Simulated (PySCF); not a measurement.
**Stationary points of [SbH6]-**

These are results of PBE0 in PySCF with Sb def2-TZVPD with ECP28, H def2-TZVPD; scalar-relativistic core potentials, no spin–orbit coupling; density-fitted integrals, not measurements.

Relaxations began from a few typed shapes. The search is not exhaustive: other isomers or separated fragments can lie lower, and high-lying points may rest on an excited occupation.

```json
{"spin": "singlet", "group": "Oh", "bonds": "Sb–H 1.799 Å (×6)", "angles": "H–Sb–H 90.0° (×12), H–Sb–H 180.0° (×3)", "imaginary modes (cm⁻¹)": "none", "ΔE (kJ/mol)": "0.0", "ΔE with ZPE (kJ/mol)": "0.0"}
{"spin": "singlet", "group": "D3h", "bonds": "Sb–H 1.815 Å (×6)", "angles": "H–Sb–H 80.9° (×3), H–Sb–H 82.4° (×6), H–Sb–H 135.3° (×6)", "imaginary modes (cm⁻¹)": "718i", "ΔE (kJ/mol)": "129.2", "ΔE with ZPE (kJ/mol)": "–"}
```

The lowest minimum found is the singlet Oh: Sb–H 1.799 Å (×6); H–Sb–H 90.0° (×12), H–Sb–H 180.0° (×3).

Counting electrons, antimony keeps none of its valence electrons outside its bonds, so the VSEPR class is AX6 and the expected shape is octahedral (Oh), as computed.

For the lowest minimum: the lowest empty level of this anion is unbound, so it and the gap depend on the basis.
